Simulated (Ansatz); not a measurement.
Series B-XY, Y = silyl, computed as singlets and as triplets. Gas-phase values, no solvent. One relaxed conformer stands for each flexible species; it need not be the lowest. Strings in code marks are SMILES.

Quantity: adiabatic spin-state energy, in kcal/mol. The DFT solution of `[SiH3][B-][SiH3]` and `[AlH2][B-][SiH3]` is unstable or spin-contaminated; the geometry comes from it.

Level 1: B3LYP/aug-cc-pVTZ // PBE0-D3(BJ)/def2-TZVPD (Ansatz, a first-principles code)
Level 2: PBE/aug-cc-pVTZ // PBE0-D3(BJ)/def2-TZVPD (Ansatz)
Level 3: PBE0/aug-cc-pVTZ // PBE0-D3(BJ)/def2-TZVPD (Ansatz)
Level 4: r2SCAN/aug-cc-pVTZ // PBE0-D3(BJ)/def2-TZVPD (Ansatz)

| species | level 1 | level 2 | level 3 | level 4 |
|---|---|---|---|---|
| `[SiH3][B-][SiH3]`: multiplicity 3 minus multiplicity 1 | -11.1 | -12.3 | -14.9 | -17.2 |
| `B[B-][SiH3]`: multiplicity 3 minus multiplicity 1 | 14.9 | 13.9 | 11.3 | 10.2 |
| `[AlH2][B-][SiH3]`: multiplicity 3 minus multiplicity 1 | -2.67 | -4.41 | -6.62 | -8.02 |
